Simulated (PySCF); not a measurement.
A calculated (B3LYP, PySCF 2.14, Sapporo-DZP-2012, scalar relativity by spin-free X2C-1e) atom or ion has these occupied shells.

| shell | electrons | orbital energy (eV) | rms radius, mean of both spins (bohr) |
| --- | --- | --- | --- |
| 1s | 2 | -843.02 | 0.183 |
| 2s | 2 | -38.892 | 0.984 |
| 2p | 6 | -14.502 | 1.09 |

Task: Name the element and its charge.

Result: Ne (neon, neutral), in [Ne], closed-shell 1S.
